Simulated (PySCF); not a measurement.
**Substituent effects on chemical shifts**

Parent skeleton `[F:1][C:2]([F:3])=[C:4]([F:5])[CH2:6][SiH3:7]`; one hydrogen on atom 7 is replaced by X. Hydrogens on one atom are averaged.

[PySCF: GFN2-xTB geometry; σ from GIAO-PBE0/pcSseg-1; isolated molecule; averaged over atoms made equivalent by symmetry, fast rotation or ring inversion; a single conformation; non-relativistic Hamiltonian]

Scale: CFCl3 for 19F; TMS for 13C and 29Si and 1H (reference shieldings calculated alike).

Parent (X = H): F1 -126.5, C2 165.9, F3 -108.4, C4 138.1, F5 -184.5, C6 11.7, Si7 -70.8, H(C6) 1.93, H(Si7) 4.05 ppm. Effects are Δδ = δ(X) − δ(H), positive for deshielding.

Q: Give Δδ (ppm) for X = propynyl, OCHO, Cl, SSiH3, CHF2, NMe2, CH3, CH2CN, NHSiH3.

A: 
| X | SMILES | F1 | C2 | F3 | C4 | F5 | C6 | Si7 | H(C6) | H(Si7) |
| --- | --- | --- | --- | --- | --- | --- | --- | --- | --- | --- |
| propynyl | CC#C[SiH2]CC(F)=C(F)F | -0.3 | +1.8 | +1.3 | -1.1 | -0.6 | +4.5 | +1.9 | -0.07 | +0.51 |
| OCHO | O=CO[SiH2]CC(F)=C(F)F | +1.0 | +0.5 | +2.1 | -2.9 | +1.5 | +4.2 | +51.3 | +0.35 | +1.18 |
| Cl | FC(F)=C(F)C[SiH2]Cl | +2.0 | +0.7 | +2.1 | -2.8 | +0.8 | +9.0 | +52.9 | +0.34 | +1.15 |
| SSiH3 | FC(F)=C(F)C[SiH2]S[SiH3] | +2.3 | +0.3 | +1.8 | -1.9 | +1.9 | +5.4 | +43.8 | +0.35 | +0.83 |
| CHF2 | FC(F)=C(F)C[SiH2]C(F)F | +1.4 | -0.3 | +1.7 | -2.3 | +1.5 | +0.7 | +26.0 | +0.19 | +0.31 |
| NMe2 | CN(C)[SiH2]CC(F)=C(F)F | -2.2 | +1.3 | -0.1 | -1.0 | -1.1 | +3.8 | +39.8 | -0.05 | +0.77 |
| CH3 | C[SiH2]CC(F)=C(F)F | +16.8 | -0.1 | -19.1 | -0.1 | +1.4 | +3.8 | +30.6 | -0.09 | +0.27 |
| CH2CN | N#CC[SiH2]CC(F)=C(F)F | +0.7 | +0.2 | +1.9 | -1.8 | +0.9 | +1.8 | +32.2 | +0.33 | +0.40 |
| NHSiH3 | FC(F)=C(F)C[SiH2]N[SiH3] | +0.5 | +0.9 | +0.9 | +1.3 | -2.1 | +4.4 | +41.0 | -0.08 | +0.90 |

Q: Which position responds most, and to which substituents?

A: Si7: from +1.9 ppm with propynyl to +52.9 ppm with Cl.

Unscaled 19F shifts against computed CFCl3 carry errors that often reach 10 to 50 ppm.
